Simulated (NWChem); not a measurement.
System: C4H6O; SMILES C1=CCOC1

Here is an NWChem input.

```
start job
memory heap 200 mb stack 900 mb global 1100 mb
geometry units angstroms noautosym nocenter noautoz
  C      0.000000    -0.666056     1.036490
  C      0.000000     0.666056     1.036490
  C      0.000000     1.161140    -0.376956
  O      0.000000     0.000000    -1.176305
  C      0.000000    -1.161140    -0.376956
  H      0.000000    -1.319150     1.910975
  H      0.000000     1.319150     1.910975
  H      0.889241     1.785256    -0.600429
  H     -0.889241     1.785256    -0.600429
  H      0.889241    -1.785256    -0.600429
  H     -0.889241    -1.785256    -0.600429
end
basis spherical
  C library sto-3g
  O library sto-3g
  H library sto-3g
end
dft
  xc hfexch
  iterations 150
end
property
  shielding 5 1 3 4 6 8
end
task dft property
```

Excerpt of the output:

```
             Northwest Computational Chemistry Package (NWChem) 7.3.0
             --------------------------------------------------------

                             Geometry "geometry" -> ""
                             -------------------------

 Output coordinates in angstroms (scale by  1.889725989 to convert to a.u.)

  No.       Tag          Charge          X              Y              Z
 ---- ---------------- ---------- -------------- -------------- --------------
    1 C                    6.0000     0.00000000    -0.66605600     1.03649000
    2 C                    6.0000     0.00000000     0.66605600     1.03649000
    3 C                    6.0000     0.00000000     1.16114000    -0.37695600
    4 O                    8.0000     0.00000000     0.00000000    -1.17630500
    5 C                    6.0000     0.00000000    -1.16114000    -0.37695600
    6 H                    1.0000     0.00000000    -1.31915000     1.91097500
    7 H                    1.0000     0.00000000     1.31915000     1.91097500
    8 H                    1.0000     0.88924100     1.78525600    -0.60042900
    9 H                    1.0000    -0.88924100     1.78525600    -0.60042900
   10 H                    1.0000     0.88924100    -1.78525600    -0.60042900
   11 H                    1.0000    -0.88924100    -1.78525600    -0.60042900

 Effective nuclear repulsion energy (a.u.)     174.7265268043

  xc_inp: hfexch multiplicative factor not found.
                              NWChem Property Module
                              ----------------------

  itol2e modified to match energy
  convergence criterion.

                                 NWChem DFT Module
                                 -----------------

 Summary of "ao basis" -> "ao basis" (spherical)
 ------------------------------------------------------------------------------
       Tag                 Description            Shells   Functions and Types
 ---------------- ------------------------------  ------  ---------------------
 C                           sto-3g                  3        5   2s1p
 O                           sto-3g                  3        5   2s1p
 H                           sto-3g                  1        1   1s

  itol2e modified to match energy
  convergence criterion.

            General Information
            -------------------
          SCF calculation type: DFT
          Wavefunction type:  closed shell.
          No. of atoms     :    11
          No. of electrons :    38
           Alpha electrons :    19
            Beta electrons :    19
          Charge           :     0
          Spin multiplicity:     1
          Use of symmetry is: off; symmetry adaption is: off
          Maximum number of iterations: 150
          AO basis - number of functions:    31
                     number of shells:    21
          Convergence on energy requested:  1.00D-07
          Convergence on density requested:  1.00D-05
          Convergence on gradient requested:  5.00D-04

              XC Information
              --------------
                     Hartree-Fock (Exact) Exchange  1.000

      Superposition of Atomic Density Guess
      -------------------------------------

 Sum of atomic energies:        -225.29025663

      Non-variational initial energy
      ------------------------------

 Total energy =    -226.531241
 1-e energy   =    -656.847416
 2-e energy   =     255.589648
 HOMO         =      -0.084385
 LUMO         =       0.256675

   convergence    iter        energy       DeltaE   RMS-Dens  Diis-err
 ---------------- ----- ----------------- --------- --------- ---------
 d= 0,ls=0.0,diis     1   -226.8500633979 -4.02D+02  2.29D-02  3.81D-01
 d= 0,ls=0.0,diis     2   -226.9176362250 -6.76D-02  5.73D-03  3.14D-02
 d= 0,ls=0.0,diis     3   -226.9225296646 -4.89D-03  2.04D-03  1.48D-03
 d= 0,ls=0.0,diis     4   -226.9229079566 -3.78D-04  1.61D-04  7.77D-06
 d= 0,ls=0.0,diis     5   -226.9229104244 -2.47D-06  2.55D-05  1.55D-07
 d= 0,ls=0.0,diis     6   -226.9229104743 -4.99D-08  2.74D-06  2.24D-09

         Total DFT energy =     -226.922910474293
      One electron energy =     -656.114655807305
           Coulomb energy =      285.716004998732
    Exchange-Corr. energy =      -31.250786470014
 Nuclear repulsion energy =      174.726526804295

 Numeric. integr. density =        0.000000000000

                       DFT Final Molecular Orbital Analysis
                       ------------------------------------

 Vector   17  Occ=2.000000D+00  E=-3.879958D-01
              MO Center=  2.2D-15, -2.4D-14, -7.5D-01, r^2= 1.7D+00
   Bfn.  Coefficient  Atom+Function         Bfn.  Coefficient  Atom+Function
  ----- ------------  ---------------      ----- ------------  ---------------
    20      0.728935   4 O  pz               17     -0.392493   4 O  s
    15     -0.238421   3 C  pz               25     -0.238421   5 C  pz
     5      0.230203   1 C  pz               10      0.230203   2 C  pz
    14     -0.125926   3 C  py               24      0.125926   5 C  py
     2     -0.113123   1 C  s                 7     -0.113123   2 C  s

 Vector   18  Occ=2.000000D+00  E=-3.521585D-01
              MO Center= -5.6D-16,  3.6D-16, -2.0D-01, r^2= 2.0D+00
   Bfn.  Coefficient  Atom+Function         Bfn.  Coefficient  Atom+Function
  ----- ------------  ---------------      ----- ------------  ---------------
    18      0.749810   4 O  px                3     -0.410993   1 C  px
     8     -0.410993   2 C  px               28     -0.086410   8 H  s
    29      0.086410   9 H  s                30     -0.086410  10 H  s
    31      0.086410  11 H  s                13     -0.044273   3 C  px
    23     -0.044273   5 C  px

 Vector   19  Occ=2.000000D+00  E=-2.876838D-01
              MO Center= -6.7D-16,  1.3D-15,  7.4D-02, r^2= 2.8D+00
   Bfn.  Coefficient  Atom+Function         Bfn.  Coefficient  Atom+Function
  ----- ------------  ---------------      ----- ------------  ---------------
    18      0.505742   4 O  px                3      0.464098   1 C  px
     8      0.464098   2 C  px               28     -0.254680   8 H  s
    29      0.254680   9 H  s                30     -0.254680  10 H  s
    31      0.254680  11 H  s                13     -0.156199   3 C  px
    23     -0.156199   5 C  px

 Vector   20  Occ=0.000000D+00  E= 3.035230D-01
              MO Center= -1.4D-15,  8.9D-15,  9.1D-01, r^2= 1.7D+00
   Bfn.  Coefficient  Atom+Function         Bfn.  Coefficient  Atom+Function
  ----- ------------  ---------------      ----- ------------  ---------------
     3      0.782566   1 C  px                8     -0.782566   2 C  px
    28      0.188724   8 H  s                29     -0.188724   9 H  s
    30     -0.188724  10 H  s                31      0.188724  11 H  s
    13     -0.072580   3 C  px               23      0.072580   5 C  px

 Vector   21  Occ=0.000000D+00  E= 5.223903D-01
              MO Center=  3.4D-16,  4.7D-14, -3.1D-02, r^2= 2.5D+00
   Bfn.  Coefficient  Atom+Function         Bfn.  Coefficient  Atom+Function
  ----- ------------  ---------------      ----- ------------  ---------------
    17      0.634139   4 O  s                15      0.587244   3 C  pz
    25      0.587244   5 C  pz               20      0.469922   4 O  pz
     5      0.405110   1 C  pz               10      0.405110   2 C  pz
    26     -0.373179   6 H  s                27     -0.373179   7 H  s
    14      0.337686   3 C  py               24     -0.337686   5 C  py

 Vector   22  Occ=0.000000D+00  E= 6.214754D-01
              MO Center= -5.2D-15,  5.7D-13,  7.1D-02, r^2= 3.0D+00
   Bfn.  Coefficient  Atom+Function         Bfn.  Coefficient  Atom+Function
  ----- ------------  ---------------      ----- ------------  ---------------
    14      0.635300   3 C  py               24      0.635300   5 C  py
    19      0.518750   4 O  py               26      0.431299   6 H  s
    27     -0.431299   7 H  s                 2     -0.384483   1 C  s
     7      0.384483   2 C  s                 4      0.378729   1 C  py
     9      0.378729   2 C  py               28     -0.292112   8 H  s

     Multipole analysis of the density
     ---------------------------------

     L   x y z        total         alpha         beta         nuclear
     -   - - -        -----         -----         ----         -------
     0   0 0 0     -0.000000    -19.000000    -19.000000     38.000000

     1   1 0 0     -0.000000     -0.000000     -0.000000      0.000000
     1   0 1 0     -0.000000     -0.000000     -0.000000      0.000000
     1   0 0 1      0.594430      0.368834      0.368834     -0.143237

     2   2 0 0    -21.142817    -16.219043    -16.219043     11.295270
     2   1 1 0     -0.000000     -0.000000     -0.000000      0.000000
     2   1 0 1      0.000000      0.000000      0.000000      0.000000
     2   0 2 0    -18.956600    -76.848910    -76.848910    134.741219
     2   0 1 1      0.000000      0.000000      0.000000      0.000000
     2   0 0 2    -22.405737    -72.646863    -72.646863    122.887989

          -----------------------------------------
          Chemical Shielding Tensors (GIAO, in ppm)
          -----------------------------------------

                                NWChem CPHF Module
                                ------------------

  scftype          =     RHF
  nclosed          =       19
  nopen            =        0
  variables        =      228
  # of vectors     =        3
  tolerance        = 0.10D-03
  level shift      = 0.00D+00
  max iterations   =       50
  max subspace     =       30

 SCF residual:    1.6287656115966037E-005

Iterative solution of linear equations
  No. of variables      228
  No. of equations        3
  Maximum subspace       30
        Iterations       50
       Convergence  1.0D-04

   iter   nsub   residual    time
   ----  ------  --------  ---------
     1      3    2.07D+00       3.8
     2      6    3.34D-01       4.0
     3      9    3.22D-02       4.2
     4     12    4.78D-03       4.4
     5     15    1.08D-03       4.6
     6     18    2.19D-04       4.8
     7     21    2.63D-05       5.0

      Atom:    1  C
        Diamagnetic
    236.0512     -0.0000     -0.0000
     -0.0000    262.1784      1.0465
     -0.0000      1.0465    262.1513

        Paramagnetic
    -31.3789      0.0000      0.0000
      0.0000   -107.4804      5.6238
      0.0000      5.6238   -247.9619

        Total Shielding Tensor
    204.6722      0.0000      0.0000
      0.0000    154.6980      6.6703
      0.0000      6.6703     14.1895

           isotropic =     124.5199
          anisotropy =     120.2285

          Principal Components and Axis System
                 1           2           3
              204.6722    155.0140     13.8735

      1         1.0000      0.0000      0.0000
      2         0.0000      0.9989     -0.0473
      3         0.0000      0.0473      0.9989

      Atom:    2  C
        Diamagnetic
    240.8682      0.0000     -0.0000
      0.0000    251.1197     -2.0022
     -0.0000     -2.0022    252.6630

        Paramagnetic
    -88.9144     -0.0000     -0.0000
     -0.0000    -49.3243     23.5498
     -0.0000     23.5498    -55.9450

        Total Shielding Tensor
    151.9538     -0.0000     -0.0000
     -0.0000    201.7954     21.5475
     -0.0000     21.5475    196.7180

           isotropic =     183.4891
          anisotropy =      56.1963

          Principal Components and Axis System
                 1           2           3
              220.9533    177.5601    151.9538

      1         0.0000      0.0000      1.0000
      2         0.7473     -0.6645      0.0000
      3         0.6645      0.7473      0.0000

      Atom:    3  O
        Diamagnetic
    352.1688      0.0000      0.0000
      0.0000    399.8906      0.0000
      0.0000      0.0000    381.4243

        Paramagnetic
    -37.9595     -0.0000      0.0000
     -0.0000      2.6704      0.0000
      0.0000      0.0000     67.8282

        Total Shielding Tensor
    314.2093     -0.0000      0.0000
     -0.0000    402.5610      0.0000
      0.0000      0.0000    449.2525

           isotropic =     388.6743
          anisotropy =      90.8673

          Principal Components and Axis System
                 1           2           3
              449.2525    402.5610    314.2093

      1         0.0000     -0.0000      1.0000
      2         0.0000      1.0000     -0.0000
      3         1.0000      0.0000      0.0000

      Atom:    4  H
        Diamagnetic
     23.1571     -0.0000      0.0000
     -0.0000     32.1533     -8.0020
      0.0000     -8.0020     37.4162

        Paramagnetic
      3.0155      0.0000     -0.0000
      0.0000     -2.0190      6.4262
     -0.0000      6.4262    -11.2252

        Total Shielding Tensor
     26.1726      0.0000     -0.0000
      0.0000     30.1343     -1.5759
     -0.0000     -1.5759     26.1910

           isotropic =      27.4993
          anisotropy =       4.7811

          Principal Components and Axis System
                 1           2           3
               30.6867     26.1726     25.6386

      1         0.0000      1.0000      0.0000
      2         0.9437      0.0000      0.3308
      3        -0.3308      0.0000      0.9437

      Atom:    5  H
        Diamagnetic
     32.8038      8.0802     -3.0759
      8.0802     32.5900     -2.8650
     -3.0759     -2.8650     26.6783

        Paramagnetic
     -2.3828     -2.5687      1.4683
     -2.5687      0.7672      1.7781
      1.4683      1.7781      0.9292

        Total Shielding Tensor
     30.4211      5.5115     -1.6075
      5.5115     33.3572     -1.0869
     -1.6075     -1.0869     27.6074

           isotropic =      30.4619
          anisotropy =      11.1909

          Principal Components and Axis System
                 1           2           3
               37.9225     27.5456     25.9175

      1         0.6071     -0.2206      0.7634
      2         0.7749      0.3774     -0.5071
      3        -0.1763      0.8994      0.4000
```

Level: Hartree-Fock/STO-3G, GIAO. STO-3G and 3-21G are far too small for this property and stand as cheap habits. The geometry was optimised at PBE0/def2-SVP. The output numbers the shielded atoms by their place in the input's list. The printed shielding anisotropy is the first printed principal value minus the mean of the other two.
